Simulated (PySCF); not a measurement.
## [DyH3(H2O)]− at several levels of theory

Computed with PySCF 2.14.0 (density fitting, no spin-orbit coupling) at the geometry relaxed with PBE0:

```xyz
7
[DyH3(H2O)]− (singlet in the valence; each metal's 4f electrons, 10 of them, lie in its core potential, out of spins and levels)
Dy   -0.2819   -0.3515    0.3515
H     0.3830    1.8432    0.7368
H    -1.0100   -1.8908    1.8908
H     0.3830   -0.7368   -1.8432
O    -1.1782    1.3412   -1.3412
H    -0.5689    1.8720   -0.7645
H    -0.5689    0.7645   -1.8720
```

```csv
level,basis,state,HOMO (eV),gap (eV),charge on Dy1 (e),population of f-type functions on Dy1 (polarisation alone where 4f lies in the core),dipole about the centre of mass (D),largest force component (eV/Å)
PBE0,"Dy lcecp-0-SVP with ECP56, H def2-SVP, O def2-SVP",singlet,–,–,-0.05,0.01,0.24,0.01
TPSS,the same,singlet,–,–,-0.01,0.01,0.31,0.71
PBE0,"Dy lcecp-0-TZVP with ECP56, H def2-TZVP, O def2-TZVP",singlet,–,–,0.33,0.02,0.35,0.18
```

In the lcecp rows the 4f levels are missing from HOMO and gap, and the state counts the valence alone.

Charges are Mulliken's, which hang on the basis. The relaxation used the grid (50, 194), these runs (75, 302) or, all-electron (x2c bases, spin-free X2C Hamiltonian), (99, 590).

(1) What does M06-L with Dy lcecp-0-SVP with ECP56, H def2-SVP, O def2-SVP give here?

An lcecp potential fixes the number of 4f electrons, so in runs with it no electron can move into or out of that shell; real Dy(II) is rare or takes another configuration.

Answers

(1) state singlet, charge on Dy1 (e) 0.10, population of f-type functions on Dy1 (polarisation alone where 4f lies in the core) 0.01, dipole about the centre of mass (D) 0.32, largest force component (eV/Å) 0.14. Time: 6.5 s on 2 threads of Arm Neoverse V1, with other jobs on the host, from an already converged density.
